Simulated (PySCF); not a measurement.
H₄N₂O₂W, SMILES [NH]=[W]([NH2])(=[O])[OH], multiplicity 1. Coordinates come from a PBE0-D3(BJ)/def2-SVP optimisation. The spin state was assumed, not searched. The structure was generated by enumeration; whether it is a known compound was not checked. The def2 effective core potentials stand for the cores of W; spin–orbit coupling is left out. The values are those of a single conformer.

Method: PBE0-D3(BJ)/def2-SVP (PySCF).

Harmonic wavenumbers (cm⁻¹): 197, 218, 223, 240, 261, 310, 371, 463, 537, 597, 659, 679, 721, 741, 993, 1033, 1517, 3592, 3650, 3699, 3933. Rotational constants (GHz): 3.634, 3.209, 3.138; symmetry number 1.

Work out the zero-point energy and the ideal-gas rigid-rotor harmonic-oscillator thermochemistry at 298.15 K and 1 atm.

ZPE = ½ Σ hcν = ½ × 24636 cm⁻¹ = 35.22 kcal/mol. H − E(el) = 40.40 kcal/mol. Entropy in cal/(mol K): translation 42.42, rotation 26.58, vibration 15.17, total 84.17. G − E(el) = 15.31 kcal/mol. Cp = 27.78 cal/(mol K).
